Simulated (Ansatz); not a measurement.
Single points on SiGe₂⁻.

```yaml
crystal:
  periodic: [false, false, false]
  atoms:
    - {symbol: Si, position_ang: [1.273188, -0.098588, 0.034506]}
    - {symbol: Ge, position_ang: [-0.737237, -1.234267, 0.030675]}
    - {symbol: Ge, position_ang: [-0.535951, 1.332855, -0.065182]}
basis:
  gaussian: {orbitals: def2-TZVPD, initial_orbitals: start.molden}
total_charge: -1
magnetization: {spin_polarized: true, initial_magnetization: 1}
hamiltonian: {xc: {name: PBE-QIDH}}
scf: {omitted_lower_state_checks: [starts]}
```

The file start.molden holds the orbitals of an earlier run on this structure, at another level or in another basis.

```sh
$ ansatz run in.yaml --threads 4 --pin off --events-out ev --progress --plain --max-ram 3916MiB
```

Output, abridged:

```
Functional definition: PBE-QIDH
951 factors; integrals over basis functions are off by at most 1.3e-3 eV
mean field evaluation 1: about -120870.2197 eV, gradient 1.5e1 eV
mean field evaluation 2: about -120870.5196 eV, gradient 4.3e-1 eV
mean field evaluation 4: about -120870.6880 eV, gradient 2.2e-2 eV
mean field evaluation 8: about -120870.6881 eV, gradient 2.6e-6 eV
mean field -120870.68812932 eV, -4441.9158596574 hartree, gradient 2.0e-6 eV, S^2 0.780364; 0 other end points of the search recorded, 0 dependent functions left out
23 core orbitals not correlated: weight in the atoms' cores, before any rotation towards them, 1.000 or more for the frozen orbitals, at most 0.000 for the correlated occupied ones
reference -120870.68813950 eV, -4441.9158600316 hartree; 17, 16 occupied and 111, 112 virtual orbitals, 951 factors
second order -18.21411608 eV of doubles, -0.00000000 eV of singles
Total energy: -120876.75951153 eV, -4442.1389788383 hartree
Checks for a lower state left out: starts
```

Run time 9 s (4 threads of Arm Neoverse V1 on a shared host).

As the first input, with `correlation: {method: mp2}`, `output: {orbitals: {seedname: orbitals}}` and without the key `hamiltonian` (abridged; 4.2 s):

```
Functional definition: HF
mean field -120809.53497754 eV, -4439.6685227805 hartree, gradient 2.3e-6 eV, S^2 0.814601
23 core orbitals not correlated: weight in the atoms' cores, before any rotation towards them, 1.000 or more for the frozen orbitals, at most 0.000 for the correlated occupied ones
second order -15.80062683 eV of doubles, -0.00000000 eV of singles
Total energy: -120825.33560437 eV, -4440.2491851065 hartree
Checks for a lower state left out: starts
```

First input, but with `gaussian: {orbitals: "def2-TZVPPD.json", initial_orbitals: start.molden}`, `correlation: {method: ccsd_t}`, `scf: {omitted_lower_state_checks: [starts, cluster_reference]}`, `output: {orbitals: {seedname: orbitals}}` and without the key `hamiltonian` (abridged; 40 s):

```
Functional definition: HF
mean field -120809.53627252 eV, -4439.6685703704 hartree, gradient 3.6e-6 eV, S^2 0.814765
23 core orbitals not correlated: weight in the atoms' cores, before any rotation towards them, 1.000 or more for the frozen orbitals, at most 0.000 for the correlated occupied ones
second order -15.84607171 eV of doubles, -0.00000000 eV of singles
cycle   1  -15.10935168 eV  change    7.4e-1 eV  update   1.4e-1
cycle   2  -15.75228318 eV  change   -6.4e-1 eV  update   4.3e-2
cycle   3  -15.84452677 eV  change   -9.2e-2 eV  update   2.4e-2
cycle   4  -15.83164200 eV  change    1.3e-2 eV  update   1.0e-2
cycle   5  -15.83640263 eV  change   -4.8e-3 eV  update   6.7e-3
cycle   6  -15.83700485 eV  change   -6.0e-4 eV  update   3.6e-3
cycle   7  -15.83667743 eV  change    3.3e-4 eV  update   2.2e-3
cycle   8  -15.83816997 eV  change   -1.5e-3 eV  update   1.4e-3
cycle   9  -15.83791930 eV  change    2.5e-4 eV  update   7.9e-4
cycle  10  -15.83760892 eV  change    3.1e-4 eV  update   3.5e-4
cycle  11  -15.83796327 eV  change   -3.5e-4 eV  update   1.8e-4
cycle  12  -15.83786490 eV  change    9.8e-5 eV  update   8.0e-5
cycle  13  -15.83794348 eV  change   -7.9e-5 eV  update   3.0e-5
cycle  14  -15.83791144 eV  change    3.2e-5 eV  update   1.3e-5
perturbative correction -1.00318976 eV, -0.0368665435 hartree
Total energy: -120826.37737372 eV, -4440.2874694242 hartree
Checks for a lower state left out: starts, cluster_reference
```

The first input with `hamiltonian: {xc: {name: revPBE}, dispersion: d4}`, `output: {orbitals: {seedname: orbitals}}` (abridged; 2.9 s):

```
Functional definition: revPBE
mean field -120904.70719016 eV, -4443.1660370843 hartree, gradient 1.5e-5 eV, S^2 0.756294
Total energy: -120904.99489279 eV, -4443.1766099610 hartree
Checks for a lower state left out: starts
```

As the first input, with `gaussian: {orbitals: 6-31G}`, `hamiltonian: {xc: {name: B3LYP}, dispersion: d4}`, `output: {orbitals: {seedname: orbitals}}` (abridged; 1.7 s):

```
Functional definition: B3LYP
mean field evaluation 16: about -120897.1583 eV, gradient 3.3e-5 eV
mean field -120897.15826926 eV, -4442.8886193581 hartree, gradient 3.3e-5 eV, S^2 0.753544
Total energy: -120897.40459018 eV, -4442.8976714850 hartree
Checks for a lower state left out: starts
```

First input, but with `hamiltonian: {xc: pbe0, dispersion: d4}`, `output: {orbitals: {seedname: orbitals}}` (abridged; 5.5 s):

```
Functional definition: PBE0
mean field -120897.29258434 eV, -4442.8935553463 hartree, gradient 1.2e-5 eV, S^2 0.761207
Total energy: -120897.41531541 eV, -4442.8980656298 hartree
Checks for a lower state left out: starts
```

First input, but with `hamiltonian: {xc: {name: B2PLYP}}` (abridged; 7.5 s):

```
Functional definition: B2PLYP
mean field -120886.11223918 eV, -4442.4826852398 hartree, gradient 4.6e-6 eV, S^2 0.769062
23 core orbitals not correlated: weight in the atoms' cores, before any rotation towards them, 1.000 or more for the frozen orbitals, at most 0.000 for the correlated occupied ones
second order -19.99555630 eV of doubles, -0.00000000 eV of singles
Total energy: -120891.51116086 eV, -4442.6810919524 hartree
Checks for a lower state left out: starts
```

Geometry: PBE0-D4/def2-TZVPD.

The 6-31G sets use Cartesian d functions. B3LYP takes the VWN-RPA correlation. Correlated methods freeze 23 core orbitals; core or outer-core shells of Ge are correlated, in sets that lack core-valence functions. At revPBE-D4/def2-TZVPD the highest occupied level of the charge -1 doublet lies above zero (up to 0.23 eV). By energy differences its removal costs 2.31 eV (vertical, to the charge 0 triplet, at PBE0-D4/def2-TZVPD). The structure comes from a short search, and lower isomers may exist.
